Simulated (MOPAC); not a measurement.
MOPAC input (MNDO):

```
MNDO PRECISE GNORM=0.05 LET XYZ CHARGE=-1 GEO-OK AUX(PRECISION=9) THREADS=1
C2H8ClSi2

C    -0.10139100 1   -2.24027700 1    0.39965800 1
Si    0.59480600 1   -0.85719400 1   -0.70987500 1
C     2.29567300 1   -0.41152000 1    0.02579900 1
Si   -0.75409200 1    1.08338000 1   -0.97297900 1
Cl   -0.99804100 1    1.32285000 1    1.28047500 1
H     0.62413300 1   -3.03934100 1    0.58545600 1
H    -0.39786800 1   -1.80776100 1    1.35807200 1
H    -0.99257800 1   -2.68015900 1   -0.05403500 1
H     0.90403300 1   -1.52339100 1   -2.03076700 1
H     2.82737800 1    0.28761100 1   -0.62456800 1
H     2.14857200 1    0.08199900 1    0.99000500 1
H     2.93026800 1   -1.28949700 1    0.18042000 1
H    -2.01292300 1    0.22627000 1   -1.16544700 1
```

Output:

```
 *******************************************************************************
 **                                                                           **
 **                              MOPAC v23.2.5                                **
 **                                                                           **
 *******************************************************************************
 ** MOPAC's Digital Object Identifier: https://doi.org/10.5281/zenodo.6511958 **
 **                                                                           **
 ** Please cite the open-source release paper for use of this MOPAC version:  **
 ** J. E. Moussa and J. J. P. Stewart (2026)                                  **
 ** MOPAC: An open-source semiempirical molecular orbital program             **
 ** J. Open Source Softw., 11(119), 8025, https://doi.org/10.21105/joss.08025 **
 *******************************************************************************

                              MNDO CALCULATION RESULTS

 *******************************************************************************
 *  MNDO       - The MNDO Hamiltonian to be used
 *  GEO-OK     - OVERRIDE INTERATOMIC DISTANCE AND OTHER SAFETY CHECKS
 *
 *
 *
 *                 CHARGE ON SYSTEM = -1
 *
 *
 *
 *  LET        - OVERRIDE SOME SAFETY CHECKS
 *  PRECISE    - TIGHTER CRITERIA TO BE USED
 *  XYZ        - CARTESIAN COORDINATE SYSTEM TO BE USED
 *  GNORM      - EXIT WHEN GRADIENT NORM DROPS BELOW 0.050
 *  AUX        - OUTPUT AUXILIARY INFORMATION
 *******************************************************************************
MNDO PRECISE GNORM=0.05 LET XYZ CHARGE=-1 GEO-OK AUX(PRECISION=9) THREADS=1
 C2H8ClSi2

   ATOM   CHEMICAL          X               Y               Z
  NUMBER   SYMBOL      (ANGSTROMS)     (ANGSTROMS)     (ANGSTROMS)

     1       C         -0.10139100  *  -2.24027700  *   0.39965800  *
     2      Si          0.59480600  *  -0.85719400  *  -0.70987500  *
     3       C          2.29567300  *  -0.41152000  *   0.02579900  *
     4      Si         -0.75409200  *   1.08338000  *  -0.97297900  *
     5      Cl         -0.99804100  *   1.32285000  *   1.28047500  *
     6       H          0.62413300  *  -3.03934100  *   0.58545600  *
     7       H         -0.39786800  *  -1.80776100  *   1.35807200  *
     8       H         -0.99257800  *  -2.68015900  *  -0.05403500  *
     9       H          0.90403300  *  -1.52339100  *  -2.03076700  *
    10       H          2.82737800  *   0.28761100  *  -0.62456800  *
    11       H          2.14857200  *   0.08199900  *   0.99000500  *
    12       H          2.93026800  *  -1.28949700  *   0.18042000  *
    13       H         -2.01292300  *   0.22627000  *  -1.16544700  *

          CARTESIAN COORDINATES

    NO.       ATOM           X           Y           Z

     1         C         -0.1014     -2.2403      0.3997
     2        Si          0.5948     -0.8572     -0.7099
     3         C          2.2957     -0.4115      0.0258
     4        Si         -0.7541      1.0834     -0.9730
     5        Cl         -0.9980      1.3229      1.2805
[...]
          NO. OF FILLED LEVELS    =         16
          MOLECULAR WEIGHT        =        123.7092         POINT GROUP:  Cs

          MOLECULAR DIMENSIONS (Angstroms)

            Atom       Atom       Distance
            H    13    H     6     5.31050
            H     8    H    10     4.60656
            H     9   Cl     5     4.14559

          SCF CALCULATIONS        =         89

   ATOM   CHEMICAL          X               Y               Z
  NUMBER   SYMBOL      (ANGSTROMS)     (ANGSTROMS)     (ANGSTROMS)

     1       C          0.03068844  *  -2.32594322  *   0.32325859  *
     2      Si          0.56826110  *  -0.86165623  *  -0.62177889  *
     3       C          2.26182239  *  -0.47829717  *  -0.06394616  *
     4      Si         -0.73342861  *   0.70841759  *  -0.63053109  *
     5      Cl         -1.21706437  *   1.66025265  *   1.17310554  *
     6       H          0.73190732  *  -3.17887561  *   0.22101630  *
     7       H         -0.06483554  *  -2.11761258  *   1.40568755  *
     8       H         -0.95670047  *  -2.68347283  *  -0.02583743  *
     9       H          0.76661818  *  -1.37140284  *  -1.91196508  *
    10       H          2.70108019  *   0.34212272  *  -0.66279702  *
    11       H          2.29491013  *  -0.15949409  *   0.99503667  *
    12       H          2.94760870  *  -1.34436901  *  -0.16022116  *
    13       H         -1.39862294  *   1.29688729  *  -1.68418694  *

                             CARTESIAN COORDINATES

   1    C        0.030688439    -2.325943221     0.323258591
   2   Si        0.568261100    -0.861656226    -0.621778893
   3    C        2.261822385    -0.478297170    -0.063946162
   4   Si       -0.733428610     0.708417592    -0.630531090
   5   Cl       -1.217064367     1.660252653     1.173105543
   6    H        0.731907323    -3.178875611     0.221016303
   7    H       -0.064835536    -2.117612577     1.405687552
   8    H       -0.956700473    -2.683472832    -0.025837430
   9    H        0.766618181    -1.371402839    -1.911965076
  10    H        2.701080188     0.342122721    -0.662797025
  11    H        2.294910131    -0.159494094     0.995036666
  12    H        2.947608704    -1.344369013    -0.160221160
  13    H       -1.398622941     1.296887287    -1.684186940

           Empirical Formula: C2 H8 Si2 Cl  =    13 atoms

      MOLECULAR POINT GROUP   :   Cs

                  EIGENVALUES
 -29.66697 -25.31133 -18.85436 -14.80073 -10.90412 -10.38300 -10.11564 -10.08136
 -10.07834  -7.88341  -7.41746  -7.35374  -7.24549  -7.15671  -5.30664  -1.54827
   5.63871   6.21024   6.31549   6.49685   7.60575   7.79565   7.88237   7.93891
   7.97217   8.64671   9.58478   9.59833

              NET ATOMIC CHARGES AND DIPOLE CONTRIBUTIONS

  ATOM NO.   TYPE          CHARGE      No. of ELECS.   s-Pop       p-Pop
    1          C          -0.313238        4.3132     1.27469     3.03855
    2         Si           1.328844        2.6712     0.98120     1.68996
    3          C          -0.313227        4.3132     1.27470     3.03853
    4         Si          -0.631750        4.6317     1.10976     3.52198
    5         Cl          -0.434987        7.4350     1.98025     5.45474
    6          H          -0.038672        1.0387     1.03867
    7          H          -0.013079        1.0131     1.01308
    8          H          -0.011419        1.0114     1.01142
    9          H          -0.407272        1.4073     1.40727
   10          H          -0.011532        1.0115     1.01153
   11          H          -0.013027        1.0130     1.01303
   12          H          -0.038682        1.0387     1.03868
   13          H          -0.101958        1.1020     1.10196
 DIPOLE           X         Y         Z       TOTAL
 POINT-CHG.     2.700    -3.290    -0.156     4.259
 HYBRID         0.060     0.106     0.859     0.867
 SUM            2.760    -3.184     0.702     4.272

          ATOMIC ORBITAL ELECTRON POPULATIONS

     Atom    s        px        py        pz
    1  C   1.27469   0.94320   1.09565   0.99970
    2 Si   0.98120   0.58555   0.59620   0.50820
    3  C   1.27470   1.16779   0.92211   0.94863
    4 Si   1.10976   1.55227   1.32405   0.64566
    5 Cl   1.98025   1.97011   1.88840   1.59623
    6  H   1.03867
    7  H   1.01308
    8  H   1.01142
    9  H   1.40727
   10  H   1.01153
   11  H   1.01303
   12  H   1.03868
   13  H   1.10196

 **********************
 *                    *
 * JOB ENDED NORMALLY *
 *                    *
 **********************

 == MOPAC DONE ==
```

The dipole moment of an ion depends on the origin.

The geometry given is a B3LYP-D3(BJ)/def2-TZVP minimum.
